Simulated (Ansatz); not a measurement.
Total energies of SiHMe2(SiH3) (C2H10Si2) from Ansatz at PBE-D4/def2-TZVPD, gas phase (1 Eh = 27.2114 eV = 2625.5 kJ/mol). The reference geometry is relaxed at PBE-D4/def2-SVP.

```csv
state,geometry,energy (Eh)
charge 0 singlet,reference,-660.85422
charge -1 doublet,reference,-660.82123
free Si atom (triplet),–,-289.22297
free H atom (doublet),–,-0.49962
free C atom (triplet),–,-37.79605
```

(1) Work out the vertical electron affinity, to the doublet.

(2) What is the binding energy per atom against free atoms?

(1) E(charge 0 singlet) − E(charge -1 doublet) = -660.85422 − (-660.82123) = -0.03299 Eh = -0.90 eV; negative, so the extra electron isn't bound.

(2) Atoms: 2 × (-289.22297) + 10 × (-0.49962) + 2 × (-37.79605) = -659.03424 Eh. Binding: -659.03424 − (-660.85422) = 1.81998 Eh = 49.52 eV, or 3.54 eV for each of 14 atoms (no zero-point energy, no counterpoise term).

At PBE-D4/def2-TZVPD the highest occupied level of the charge -1 doublet lies above zero (up to 2.47 eV). By energy differences it is unbound by 0.90 eV (vertical, against the charge 0 singlet, at PBE-D4/def2-TZVPD) and held by the finite basis.
